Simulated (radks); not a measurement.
The numbers below are computed, except where a source is named.
Q: Mg8.375+, 3.625 electrons, occupied as 1s(up 1, down 0.625) 2s2 (fractional occupations, a model configuration). Level of theory: scalar-relativistic Kohn-Sham, PBE, spin-polarised, spherical densities, point nucleus (a radial shooting solver on a logarithmic mesh with Libxc functionals). Some entries of the table are withheld. Estimate them.

orbital,occ.,eigenvalue (eV),<r> (bohr),<r^2> (bohr^2)
1s up,1,-1642.843,0.1281,(1)
1s down,0.625,-1628.236,0.1286,(2)
2s up,1,-331.4097,0.5572,0.3633
2s down,1,-330.5044,0.5588,0.3652

A: 
(1) 1s up <r^2> (bohr^2): 0.02203
(2) 1s down <r^2> (bohr^2): 0.02221
